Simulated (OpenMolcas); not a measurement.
# W4+: ligand-field states by method

W4+ with 6 ligands (chloride) in octahedral coordination (Oh) at 2.42 Å. A charge of +0.333 e stands 2.6 Å behind each ligand. Ligand basis ANO-RCC-VDZP.
```
W     0.0000    0.0000    0.0000
Cl    2.4200    0.0000    0.0000
Cl    0.0000    2.4200    0.0000
Cl   -2.4200    0.0000    0.0000
Cl    0.0000   -2.4200    0.0000
Cl    0.0000    0.0000    2.4200
Cl    0.0000    0.0000   -2.4200
```

| Property | Result |
| --- | --- |
| Program | OpenMolcas |
| Basis | ANO-RCC-VTZP [8s7p5d3f2g1h] |
| Scalar Hamiltonian | DKH2, point nucleus |
| Active space | 2 electrons in 5 orbitals (5d) |
| State averaging | 2S+1 = 3 even, 10 roots; 2S+1 = 1 even, 15 roots |
| Spin-orbit coupling | state interaction with AMFI integrals over the reference wave functions |

I. CASSCF
II. SS-CASPT2, IPEA 0.25 Eh, imaginary shift 0.1 Eh (the lowest 29 gerade and 27 ungerade orbitals frozen, chosen by energy and not by shell, so the metal 5p can be frozen and 4f correlated)

Spin-free states (labels of O, the rotations of Oh) in cm-1, each column counted from its own energy of the first state listed:

```csv
State,Degeneracy,I,II
3T1,3,0,0
1T2,3,8929,6180
1E,2,9180,6620
1A1,1,20493,15390
3T2,3,23093,24430
3T1,3,30446,29800
```

From I to II, I's first state of the same spin (3T2) moves from 23093 to 24430 cm-1, by about +1300 cm-1.

From I to II, I's first state of another spin (1T2) moves from 8929 to 6180 cm-1, by about -2800 cm-1.

I: A least-squares ligand-field fit to the states below 45000 cm-1, each weighted by its degeneracy and with a free common offset, gives 10Dq = 23570 cm-1, B = 606 cm-1 and C = 2301 cm-1 (C/B = 3.80), with an rms deviation of 345 cm-1. The same method and metal basis give the free ion B = 803 cm-1 (fit to its terms below 60000 cm-1, rms deviation 19 cm-1), so the nephelauxetic ratio is β = 606 / 803 = 0.75; it hangs on how both fits weigh the states, and computed free-ion B values tend to be too large, so β mixes covalency with correlation.

χT at 300 K: I 0.14, II 0.13 cm3 K/mol.

The states above are spin-free; spin-orbit coupling is strong here and shifts and splits them by thousands of cm-1.

Roots that are degenerate in the reference are averaged as groups; the widest CASPT2 spread within a group is 270 cm-1 (the 3-fold group of multiplicity 1 near 30000 cm-1 above the lowest state of its run, II). Shifts and gaps below about the spread of the groups concerned are not significant. Over all roots computed the reference weight is 0.65 to 0.66 in II; a low but even weight reflects the number of correlated electrons. An orbital triplet at a regular site is open to Jahn-Teller coupling, which can distort the site and quench the lowest spin-orbit gaps and is left out. The least metal-like active orbital is 71 % on the metal (Löwdin) and no ligand orbital is active, so the numbers are rough. Ligand-to-metal charge-transfer states are missing. With no ligand orbital active B as a rule stays too high, so bands that hang on it stand too high and its fall with covalency is understated. Without dynamic correlation the repulsion within the d shell is too large (B by tens of per cent), so at a given field states of lower spin stand too high (holds for I). With metal d orbitals alone the field can be off either way by tens of per cent (holds for I). With one d shell and no ligand orbital active, 10Dq can be off by a tenth or more (holds for II). No measured value stands beside these numbers; the geometry is a model, was not optimised and need not be the one that this ion takes.
